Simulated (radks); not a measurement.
Q: Species: Ta3+. Configuration: [Xe] 4f14 5d2 (the NIST ground configuration). Calculated with a radial shooting solver on a logarithmic mesh with Libxc functionals: Dirac Kohn-Sham, BLYP, spin-unpolarised, spherical densities, point nucleus; open shells fill j = l - 1/2 first. Some entries of the table are withheld. Estimate them.

orbital,occ.,eigenvalue (hartree),<1/r> (bohr^-1)
1s1/2,2,-2473.759,85.48
2s1/2,2,-425.5807,20.76
2p1/2,2,-406.7486,20.72
2p3/2,4,-360.0502,17.50
3s1/2,2,(1),7.615
3p1/2,2,-89.90273,7.529
3p3/2,4,-79.84989,6.699
3d3/2,4,(2),6.591
3d5/2,6,(3),6.394
4s1/2,2,-20.83779,3.196
4p1/2,2,(4),3.085
4p3/2,4,(5),2.796
4d3/2,4,(6),2.578
4d5/2,6,(7),2.509
5s1/2,2,-3.69222,1.227
5p1/2,2,-2.68892,1.098
5p3/2,4,-2.36062,0.9984
4f5/2,6,-1.96358,2.021
4f7/2,8,-1.89060,1.990
5d3/2,2,-1.08163,(8)
5d5/2,0,-1.05204,(9)

A: 
(1) 3s1/2 eigenvalue (hartree): -98.26482
(2) 3d3/2 eigenvalue (hartree): -65.74237
(3) 3d5/2 eigenvalue (hartree): -63.55280
(4) 4p1/2 eigenvalue (hartree): -17.39244
(5) 4p3/2 eigenvalue (hartree): -15.07628
(6) 4d3/2 eigenvalue (hartree): -9.41877
(7) 4d5/2 eigenvalue (hartree): -8.99342
(8) 5d3/2 <1/r> (bohr^-1): 0.7008
(9) 5d5/2 <1/r> (bohr^-1): 0.6812
